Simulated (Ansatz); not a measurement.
Consider the redistribution: `[CH3][AlH][SiH2]S` + `N=C([SiH3])[SeH]` → `[CH3][AlH][C](=N)[SeH]` + `[SiH3][SiH2]S`.

Program: Ansatz. Geometries: PBE0-D4/def2-TZVP. ΔE: electronic, gas phase. CBS: MP2 limit from def2 TZ/QZ plus the TZ coupled-cluster correction, frozen cores. Functionals use def2-TZVPP. For Se outer-core shells are correlated without core-valence functions, which leaves a few kJ/mol of doubt a bond. Scalar relativity is left out up to krypton. One conformer a species, not always the lowest.

```tsv
level	ΔE (eV)
ωB97X-V	-0.14
ωB97M-V	-0.16
PBE	-0.15
PBE0	-0.13
HF/def2-TZVPP	-0.10
SCS-MP2/def2-TZVPP	-0.15
CCSD/def2-TZVPP	-0.14
SCS-MP2/def2-QZVPP	-0.15
```

Q: What does CCSD(T)/CBS give? (An estimate is asked.)

A: The calculation gave: -0.16 eV. The listed levels differ from it by 0.02, 0.00, 0.01, 0.03, 0.06, 0.01, 0.02, 0.01 eV.

Largest T1 diagnostic among the species: 0.012.

In def2-TZVPP, CCSD(T) changes the Hartree–Fock value by −0.06 eV (the triples alone add −0.02 eV) and MP2 by −0.06 eV.
